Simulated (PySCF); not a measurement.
Compound: C2H9BO2Si.
Cartesian coordinates in Å at the PBE0-D3(BJ)/def2-SVP level; atoms count from 1:
```
atom  x, y, z in Å
B1     2.8135   -0.8528   -0.2118
C2     1.6742    0.1836   -0.4128
O3     0.4331   -0.2192   -0.9288
Si4   -0.2946   -1.6938   -0.6971
O5    -1.9285   -1.4735   -0.7603
C6    -2.6345   -0.5808    0.0581
H7     2.7209   -1.9993   -0.5884
H8     3.8442   -0.4736    0.2940
H9     1.5403    0.7828    0.5123
H10    2.1297    0.9200   -1.1153
H11    0.0090   -2.6664   -1.7767
H12    0.1347   -2.2060    0.6464
H13   -2.4038   -0.7262    1.1303
H14   -3.7127   -0.7509   -0.0814
H15   -2.4112    0.4684   -0.2007
```

The calculation used TDDFT wB97X-D/def2-SVPD, vertical, gas phase, core orbitals frozen in the response (PySCF).

Kohn–Sham orbitals with the atoms that hold most of them (Löwdin shares over 4%, at most four atoms; ? is withheld):

| orbital | ε (eV) | atoms |
| --- | --- | --- |
| LUMO+2 | 2.29 | Si4 23%, B1 18%, C6 14%, O5 8% |
| LUMO+1 | 1.94 | B1 48%, Si4 12%, C2 6%, H9 5% |
| LUMO | 0.34 | ? |
| HOMO | ? | ? |
| HOMO-1 | -10.22 | O3 28%, O5 21%, C2 12%, B1 10% |
| HOMO-2 | -10.58 | O3 34%, O5 20%, C2 12%, B1 6% |
| HOMO-3 | -10.83 | O5 51%, C6 16%, H14 8%, Si4 7% |

Problem. Give the leading atoms of the LUMO.

Solution. B1 (bonded to C and 2 H) 54%; C2 (bonded to B, O and 2 H) 15%; H7 (bonded to B) 10%; H8 (bonded to B) 10%. By element: boron 54%, hydrogen 20% or more, carbon 15% or more.

Problem. Which atoms hold the HOMO, and with what shares?

Solution. O3 (bonded to C and Si) 32%; O5 (bonded to C and Si) 18%; Si4 (bonded to 2 O and 2 H) 12%; H12 (bonded to Si) 8%. By element: oxygen 50%, silicon 12%, hydrogen 8% or more.

Problem. What is the HOMO energy, and the HOMO–LUMO gap?

Solution. ε(HOMO) = -10.01 eV; the gap is 10.35 eV (0.3802 hartree).

Problem. How does S1 compare with the orbital gap of 10.35 eV?

Solution. S1 is at 5.44 eV (f = 0.0001), 4.91 eV below the gap, made of HOMO-1→LUMO (58%), HOMO→LUMO (22%), HOMO-2→LUMO (14%). Its leading pair isn't HOMO and LUMO; the energies of that pair differ by 10.57 eV. 

Next come S2 at 6.21 eV (f 0.047), HOMO→LUMO (56%), HOMO-2→LUMO (36%); S3 at 6.30 eV (f 0.0003), HOMO-4→LUMO (91%); S4 at 7.42 eV (f 0.013), HOMO-1→LUMO (27%), HOMO-2→LUMO (24%), HOMO→LUMO (15%); S5 at 7.68 eV (f 0.022), HOMO→LUMO+1 (39%), HOMO→LUMO+2 (22%), HOMO→LUMO+3 (18%).

Löwdin shares depend on the basis, the more so with diffuse functions.

One conformer stands for the species.
